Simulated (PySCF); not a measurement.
Computed data sheet: `N[BH2-]O[SiH3]`

Compound: BH7NOSi (charge -1).
SMILES with atom numbers: `[NH2:1][BH2-:2][O:3][SiH3:4]` (hydrogens: H5, H6 on N1; H7, H8 on B2; H9, H10, H11 on Si4)

PBE0-D3(BJ)/def2-SVP geometry optimisation, gas phase (PySCF):

```yaml
Point_group: Cs
Rotational_constants_A_B_C: 9.561, 5.305, 3.743 GHz
```

From CAM-B3LYP/pcSseg-2 ground state and GIAO shieldings, non-relativistic (PySCF):

```yaml
HOMO_energy: -3.22 eV
LUMO_energy: 5.17 eV
HOMO–LUMO_gap: 8.39 eV
1H_chemical_shifts_computed_TMS_as_zero_by_class: 4.79 (H9/H10/H11), 3.13 (H7/H8), 0.81 (H5/H6) ppm
Isotropic_shieldings_of_nuclei_other_than_C_and_H_by_class: 107 (B2), 193 (N1), 246 (O3), 458 (Si4) ppm
```

**delta-SCF UKS SCAN, pcX-2 on the ionised atom, pcseg-1 elsewhere, spin-free X2C; 2p3/2 from a spin–orbit splitting computed afterwards within the 2p shell (PySCF)**

```yaml
Core_binding_energies: Si2p3/2 101.7 (Si4), B1s 189.9 (B2), N1s 399.7 (N1), O1s 531.3 (O3), Si1s 1841.7 (Si4) eV
```

Monoisotopic mass of the ion (most abundant isotopes, electron mass counted): 76.0395 u.

With B = h/(8π²I), that is 505.379 GHz u Å² over I, the principal moments of inertia are 52.9, 95.3 and 135.0 u Å² (most abundant isotopes); the inertial defect Ic − Ia − Ib is -13.2 u Å² (zero for a rigid planar frame, negative otherwise). The rotational constants make it an asymmetric top with κ = (2B − A − C)/(A − C) = -0.46, nearer the prolate limit (−1).

 The geometry's basis has no diffuse functions, a weakness for an anion. NMR classes are plain means over equivalent atoms (diastereotopic ones count apart unless rotation or inversion swaps them), as if these changed places fast; in this geometry the members of some classes differ. No diffuse functions stand in pcSseg-2, which bears on an anion's orbital energies.

Conformer computed: `[NH2:1][BH2-:2][O:3][SiH3:4]`: N1–B2–O3–Si4 1°, H–N1–B2–O3 -117°, H–N1–B2–O3 116°.

One conformer stands for the species.
